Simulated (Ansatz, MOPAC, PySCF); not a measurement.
System: H₃ (cation, charge +1), singlet: symmetric bend, bond length relaxed. Scanned: H-H-H angle. Other coordinates (H-H bond length) were minimised at PBE0/def2-TZVP.

Levels of theory: PM3, restricted, heats of formation (MOPAC); RHF/3-21G = restricted Hartree-Fock/3-21G (PySCF 2.14.0); CCSD/aug-cc-pVDZ = CCSD on RHF/aug-cc-pVDZ, frozen core (Ansatz, a first-principles code); FCI/aug-cc-pVDZ = full CI/aug-cc-pVDZ, frozen core in Ansatz.

Energies relative to the lowest point of each profile, in mEh:

| a / ° | PM3 | RHF/3-21G | CCSD/aug-cc-pVDZ |
|---|---|---|---|
| 180 | 38.2 | 51.9 | 62.7 |
| 168.70 | 37.8 | 51.8 | 62.1 |
| 159.92 | 37.0 | 51.4 | 60.8 |
| 151.54 | 35.9 | 50.7 | 58.7 |
| 137.57 | 33.4 | 48.1 | 53.5 |
| 127.73 | 31.3 | 44.9 | 48.4 |
| 119.59 | 29.1 | 41.3 | 43.3 |
| 109.01 | 25.5 | 35.1 | 35.5 |
| 100.78 | 21.7 | 29.1 | 28.6 |
| 90.71 | 16.0 | 20.7 | 19.7 |
| 67.68 | 1.7 | 2.2 | 2.0 |
| 60 | 0.0 | 0.0 | 0.0 |

Task: Predict the corresponding FCI/aug-cc-pVDZ column.

Result: 180: 62.7; 168.70: 62.1; 159.92: 60.8; 151.54: 58.7; 137.57: 53.5; 127.73: 48.4; 119.59: 43.3; 109.01: 35.5; 100.78: 28.6; 90.71: 19.7; 67.68: 2.0; 60: 0.0 (mEh).
